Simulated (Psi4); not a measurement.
# B2O2 (diboron dioxide): a line through the functionals

B2O2 has 4 atoms, charge 0, and is taken as a singlet. As SMILES, `O=BB=O`. Geometry: relaxed at PBE0-D4/def2-TZVP.

The electronic atomisation energy y, in eV, basis aug-cc-pVDZ; a is the functional's share of exact exchange. Programs: Psi4 1.11.

```
functional  program     a  y (eV)
    revPBE     Psi4     0   21.67
    r2SCAN     Psi4     0   21.88
     TPSSh     Psi4   0.1   21.07
     B3LYP     Psi4   0.2   21.51
      PBE0     Psi4  0.25       ?
     BHLYP     Psi4   0.5   20.17
```

Q: Fit y = c + s·a to the known rows and predict PBE0.

A: 
1. Means of the 5 rows: a = 0.1600, y = 21.260.
2. Σ(Δa)² = 0.172, Σ(Δa·Δy) = -0.514, so the slope is -0.514/0.172 = -2.9884.
3. Intercept: 21.260 − (-2.9884) × 0.1600 = 21.738. The largest residual of the fit is 0.37.
4. PBE0: 21.738 + (-2.9884) × 0.25 = 20.99 eV.

The run gave 21.56 eV, so the prediction is off by -0.57 eV, more than the largest residual.
